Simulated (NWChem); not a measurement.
# Total energies of Se (+1)

SMILES: [Se+]
```xyz
1

Se     0.0000     0.0000     0.0000
```
Charge +1, spin multiplicity 4.

Program: NWChem.

Basis set: def2-SVP (32 functions).

```csv
method,total energy (Ha)
UHF,-2399.21494
UMP2,-2399.38695
UB2PLYP,-2400.46080
UPBE,-2400.47737
UB3LYP,-2400.87079
UM06-2X,-2400.87673
```

Total energies of different functionals aren't comparable as a measure of quality: only differences taken within one method are. 

The Hamiltonian is non-relativistic. The correlated methods keep 9 core orbitals frozen. B3LYP has NWChem's definition, with VWN1-RPA local correlation. The stability of the SCF solutions was not checked. Open-shell Hartree-Fock references start from PBE0 orbitals.
